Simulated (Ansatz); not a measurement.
The same hydrogenolysis along the group F, Cl, Br, I.

Isolated molecules relaxed with PBE0-D4/def2-TZVP in Ansatz; ΔE leaves out vibrations. CBS: MP2 limit from def2 TZ/QZ plus the TZ coupled-cluster correction, frozen cores. This one scheme is used for every species. DFT in def2-TZVPP. def2 core potentials past Kr. For Ag, Br, I outer-core shells are correlated without core-valence functions, which leaves a few kJ/mol of doubt a bond. Scalar relativity is left out up to krypton.

| reaction | CCSD(T)/CBS(def2) (kJ/mol) |
| --- | --- |
| `[F][Ag]` + H₂ → `[AgH]` + H–F | -33 |
| `[Cl][Ag]` + H₂ → `[AgH]` + HCl | 87 |
| `[Br][Ag]` + H₂ → `[AgH]` + HBr | ? |
| `[Ag][I]` + H₂ → `[AgH]` + HI | 154 |

Question: Fill in the missing values. (Best estimate.)

Answer: Ansatz gave: `[Br][Ag]` + H₂ → `[AgH]` + HBr: +121.2 kJ/mol.

Largest T1 diagnostic: 0.026, for `[AgH]`, so its coupled-cluster energy is less sure.
